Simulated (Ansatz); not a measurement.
One change: `C=C([SeH])[SiH2]F` becomes `C=C([SeH])B[SiH3]`.

Ansatz, PBE0-D4/def2-TZVP geometries, multiplicity 1. Each molecule was computed in one conformer, which needn't be the lowest.

Scalar relativity is left out up to krypton.

| property | `C=C([SeH])[SiH2]F` |
| --- | --- |
| size of the dipole moment (PBE/def2-TZVPP) / D | 0.71 |
| HOMO energy (ωB97M-V/def2-TZVPP) / eV | -8.92 |
| HOMO–LUMO gap (ωB97M-V/def2-TZVPP) / eV | 10.12 |
| HOMO energy (PBE/def2-TZVPP) / eV | -5.74 |
| HOMO–LUMO gap (B3LYP/def2-TZVPP) / eV | 5.50 |
| size of the dipole moment (ωB97M-V/def2-TZVPP) / D | 0.63 |

(1) What does the change do to each property? (An estimate is asked.)

## Answers

(1) Computed: 
| property | `C=C([SeH])B[SiH3]` | shift |
| --- | --- | --- |
| size of the dipole moment (PBE/def2-TZVPP) / D | 1.02 | 0.31 |
| HOMO energy (ωB97M-V/def2-TZVPP) / eV | -8.68 | 0.24 |
| HOMO–LUMO gap (ωB97M-V/def2-TZVPP) / eV | 7.97 | -2.15 |
| HOMO energy (PBE/def2-TZVPP) / eV | -5.58 | 0.16 |
| HOMO–LUMO gap (B3LYP/def2-TZVPP) / eV | 3.54 | -1.96 |
| size of the dipole moment (ωB97M-V/def2-TZVPP) / D | 1.18 | 0.55 |

With PBE0 the HOMO rises by 0.21 eV and the LUMO falls by 1.80 eV, so the gap narrows by about 2.01 eV. PBE moves the HOMO by 0.16 eV and ωB97M-V by 0.24 eV. Dipoles are sizes alone; their direction can turn.

B3LYP here is the variant with VWN-RPA as its local correlation; programs differ in this.

Spin–orbit coupling is left out; it splits and shifts lone-pair levels of the heavy atoms by tenths of an eV.
